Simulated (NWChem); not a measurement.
A series in which one site is exchanged, each optimised at B3LYP/6-31G* with NWChem, gas phase unless a solvent is named. Pople sets run with spherical d functions.

A: [F][AlH2] (AlH₂F; site = Al)
B: [F][GaH2] (GaH2F; site = Ga)
C: BF (BH2F; site = B)

Task: Rank them by lowest singlet excitation, B3LYP/def2-SVPD, TDA (eV), lowest first.

Result: B (5.59), A (5.75), C (6.04)
